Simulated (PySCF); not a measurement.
ClSe (SMILES Cl[Se+]), charge +1, singlet, at a GFN2-xTB geometry; BLYP/6-31G*, TDA in PySCF.

The PySCF input:
```python
from pyscf import gto, scf, dft, tdscf

mol = gto.M(
    atom='''
Se   -0.00000000   -0.00000000   -0.67930305
Cl    0.00000000    0.00000000    1.35860610
''',
    basis='6-31g*',
    charge=1,
    verbose=4,
)

mf = dft.RKS(mol)
mf.xc = 'blyp'
mf.kernel()
td = mf.TDA()
td.nstates = 5
td.kernel()
td.analyze()
```

Q: What does PySCF print? Leave out banner, timings and long lists.

A: 
```
PySCF version 2.14.0

[INPUT] verbose = 4
[INPUT] num. atoms = 2
[INPUT] num. electrons = 50
[INPUT] charge = 1
[INPUT] spin (= nelec alpha-beta = 2S) = 0
[INPUT] symmetry False subgroup None
[INPUT] Mole.unit = angstrom
[INPUT] Symbol           X                Y                Z      unit          X                Y                Z       unit  Magmom
[...]
nuclear repulsion = 150.087371614068
number of shells = 20
number of NR pGTOs = 146
number of NR cGTOs = 50
basis = 6-31g*
ecp = {}

******** <class 'pyscf.dft.rks.RKS'> ********
method = RKS
initial guess = minao
damping factor = 0
level_shift factor = 0
DIIS = <class 'pyscf.scf.diis.CDIIS'>
diis_start_cycle = 1
diis_space = 8
diis_damp = 0
SCF conv_tol = 1e-09
SCF conv_tol_grad = None
SCF max_cycles = 50
direct_scf = True
direct_scf_tol = 1e-13
XC library pyscf.dft.libxc version 7.1.2
    S. Lehtola, C. Steigemann, M. J. T. Oliveira, and M. A. L. Marques,  SoftwareX 7, 1–5 (2018)
XC functionals = blyp
    A. D. Becke,  Phys. Rev. A 38, 3098 (1988)
    C. Lee, W. Yang, and R. G. Parr,  Phys. Rev. B 37, 785 (1988)
    B. Miehlich, A. Savin, H. Stoll, and H. Preuss,  Chem. Phys. Lett. 157, 200 (1989)
radial grids:
    Treutler-Ahlrichs [JCP 102, 346 (1995); DOI:10.1063/1.469408] (M4) radial grids

becke partition: Becke, JCP 88, 2547 (1988); DOI:10.1063/1.454033
pruning grids: <function nwchem_prune>
grids dens level: 3
symmetrized grids: False
atomic radii adjust function: <function treutler_atomic_radii_adjust>
small_rho_cutoff = 0
Set gradient conv threshold to 3.16228e-05
Initial guess from minao.
tot grids = 39304
init E= -2860.77394100317

WARN: HOMO -0.226951708713719 == LUMO -0.226951708713711

cycle= 1 E= -2861.03140612585  delta_E= -0.257  |g|= 0.389  |ddm|= 2.09
[...]
cycle= 2 E= -2860.7081303779  delta_E= 0.323  |g|= 1.07  |ddm|= 3.13
[...]
cycle= 3 E= -2861.03938482825  delta_E= -0.331  |g|= 0.288  |ddm|= 1.54
[...]
cycle= 4 E= -2861.05664446037  delta_E= -0.0173  |g|= 0.193  |ddm|= 2.99
[...]
cycle= 5 E= -2861.06630954614  delta_E= -0.00967  |g|= 0.093  |ddm|= 2.95
[...]
cycle= 6 E= -2861.06693785327  delta_E= -0.000628  |g|= 0.0817  |ddm|= 0.0252
[...]
cycle= 7 E= -2861.06103084651  delta_E= 0.00591  |g|= 0.149  |ddm|= 2.95
[...]
cycle= 8 E= -2861.06330561015  delta_E= -0.00227  |g|= 0.128  |ddm|= 0.0361
[...]
cycle= 9 E= -2861.0636072823  delta_E= -0.000302  |g|= 0.125  |ddm|= 0.00482
[...]
cycle= 10 E= -2861.06591661492  delta_E= -0.00231  |g|= 0.0963  |ddm|= 2.95
[...]
cycle= 11 E= -2861.06392085523  delta_E= 0.002  |g|= 0.121  |ddm|= 0.0371
[...]
cycle= 12 E= -2861.06280280734  delta_E= 0.00112  |g|= 0.132  |ddm|= 2.95
[...]
cycle= 13 E= -2861.06417970162  delta_E= -0.00138  |g|= 0.118  |ddm|= 0.0223
[...]
cycle= 14 E= -2861.06542151287  delta_E= -0.00124  |g|= 0.103  |ddm|= 2.95
[...]
cycle= 15 E= -2861.06536864508  delta_E= 5.29e-05  |g|= 0.103  |ddm|= 0.0147
[...]
cycle= 16 E= -2861.06475293635  delta_E= 0.000616  |g|= 0.111  |ddm|= 2.94
[...]
cycle= 17 E= -2861.06624341524  delta_E= -0.00149  |g|= 0.0911  |ddm|= 0.0437
[...]
cycle= 18 E= -2861.0662097808  delta_E= 3.36e-05  |g|= 0.0917  |ddm|= 0.116
[...]
cycle= 19 E= -2861.05966298707  delta_E= 0.00655  |g|= 0.161  |ddm|= 2.95
[...]
cycle= 20 E= -2861.060301722  delta_E= -0.000639  |g|= 0.156  |ddm|= 0.00808
[...]
cycle= 21 E= -2861.06103004314  delta_E= -0.000728  |g|= 0.149  |ddm|= 0.0122
[...]
cycle= 22 E= -2861.06361546979  delta_E= -0.00259  |g|= 0.124  |ddm|= 0.0384
[...]
cycle= 23 E= -2861.06283666571  delta_E= 0.000779  |g|= 0.132  |ddm|= 0.0164
[...]
cycle= 24 E= -2861.06267837909  delta_E= 0.000158  |g|= 0.134  |ddm|= 0.0233
[...]
cycle= 25 E= -2861.06067145893  delta_E= 0.00201  |g|= 0.153  |ddm|= 2.96
[...]
cycle= 26 E= -2861.06535937584  delta_E= -0.00469  |g|= 0.103  |ddm|= 0.199
[...]
cycle= 27 E= -2861.06421096935  delta_E= 0.00115  |g|= 0.117  |ddm|= 0.15
[...]
cycle= 28 E= -2861.06342648761  delta_E= 0.000784  |g|= 0.126  |ddm|= 0.0168
[...]
cycle= 29 E= -2861.06322702288  delta_E= 0.000199  |g|= 0.128  |ddm|= 0.0162
[...]
cycle= 30 E= -2861.06531787003  delta_E= -0.00209  |g|= 0.104  |ddm|= 0.0367
[...]
cycle= 31 E= -2861.06018284649  delta_E= 0.00514  |g|= 0.157  |ddm|= 2.95
[...]
cycle= 32 E= -2861.06017282119  delta_E= 1e-05  |g|= 0.157  |ddm|= 0.000877
[...]
cycle= 33 E= -2861.06033972667  delta_E= -0.000167  |g|= 0.155  |ddm|= 0.00789
[...]
cycle= 34 E= -2861.062156454  delta_E= -0.00182  |g|= 0.139  |ddm|= 0.192
[...]
cycle= 35 E= -2861.06028176601  delta_E= 0.00187  |g|= 0.156  |ddm|= 0.123
[...]
cycle= 36 E= -2861.06334097738  delta_E= -0.00306  |g|= 0.127  |ddm|= 0.0771
[...]
cycle= 37 E= -2861.06627719515  delta_E= -0.00294  |g|= 0.0909  |ddm|= 0.365
[...]
cycle= 38 E= -2861.05915280226  delta_E= 0.00712  |g|= 0.165  |ddm|= 2.94
[...]
cycle= 39 E= -2861.05963145803  delta_E= -0.000479  |g|= 0.161  |ddm|= 0.00615
[...]
cycle= 40 E= -2861.06148040906  delta_E= -0.00185  |g|= 0.145  |ddm|= 0.131
[...]
cycle= 41 E= -2861.06355799726  delta_E= -0.00208  |g|= 0.124  |ddm|= 0.239
[...]
cycle= 42 E= -2861.06515289256  delta_E= -0.00159  |g|= 0.106  |ddm|= 0.0314
[...]
cycle= 43 E= -2861.06457869315  delta_E= 0.000574  |g|= 0.113  |ddm|= 0.227
[...]
cycle= 44 E= -2861.06550145223  delta_E= -0.000923  |g|= 0.102  |ddm|= 2.82
[...]
cycle= 45 E= -2861.06215081785  delta_E= 0.00335  |g|= 0.139  |ddm|= 0.456
[...]
cycle= 46 E= -2861.06502449868  delta_E= -0.00287  |g|= 0.107  |ddm|= 0.886
[...]
cycle= 47 E= -2861.06576876411  delta_E= -0.000744  |g|= 0.0978  |ddm|= 0.347
[...]
cycle= 48 E= -2861.06649867421  delta_E= -0.00073  |g|= 0.0875  |ddm|= 2.19
[...]
cycle= 49 E= -2861.06372137015  delta_E= 0.00278  |g|= 0.123  |ddm|= 1.11
[...]
cycle= 50 E= -2861.06411974041  delta_E= -0.000398  |g|= 0.118  |ddm|= 0.0912
SCF not converged.
SCF energy = -2861.06411974041

******** <class 'pyscf.tdscf.rks.TDA'> for <class 'pyscf.dft.rks.RKS'> ********
nstates = 5 singlet
deg_eia_thresh = 1.000e-03
wfnsym = None
conv_tol = 1e-05
eigh lindep = 1e-12
eigh level_shift = 0
eigh max_cycle = 100

WARN: Ground state SCF is not converged

Excitation energies (eV)
[0.91821855 4.06708933 4.26784749 5.52463878 5.58044427]

** Singlet excitation energies and oscillator strengths **
Excited State   1:      0.91822 eV   1350.27 nm  f=0.0000
      25 -> 26       -0.70624
Excited State   2:      4.06709 eV    304.85 nm  f=0.0000
      23 -> 26        0.70633
Excited State   3:      4.26785 eV    290.51 nm  f=0.0004
      25 -> 27       -0.70586
Excited State   4:      5.52464 eV    224.42 nm  f=0.0988
      22 -> 27        0.28000
      24 -> 26        0.64297
Excited State   5:      5.58044 eV    222.18 nm  f=0.0037
      22 -> 26       -0.70322

** Transition electric dipole moments (AU) **
state          X           Y           Z        Dip. S.      Osc.
  1         0.0000     -0.0000     -0.0000      0.0000      0.0000
  2         0.0000      0.0000     -0.0001      0.0000      0.0000
  3        -0.0576     -0.0070     -0.0000      0.0034      0.0004
  4        -0.0000      0.0000     -0.8545      0.7301      0.0988
  5         0.0192     -0.1624     -0.0000      0.0268      0.0037

** Transition velocity dipole moments (imaginary part, AU) **
state          X           Y           Z        Dip. S.      Osc.
  1        -0.0000     -0.0000      0.0000      0.0000      0.0000
  2        -0.0000     -0.0000      0.0000      0.0000      0.0000
  3         0.0572      0.0068     -0.0000      0.0033      0.0141
  4         0.0000     -0.0000      0.1117      0.0125      0.0410
  5        -0.0005      0.0026      0.0000      0.0000      0.0000

** Transition magnetic dipole moments (imaginary part, AU) **
state          X           Y           Z
  1         0.0000      0.0000      1.4092
  2        -0.0000      0.0000     -0.0971
  3         0.0617     -0.5153     -0.0000
  4        -0.0000     -0.0000     -0.0000
  5         1.5149      0.1809     -0.0000
```

Convergence was not reached.
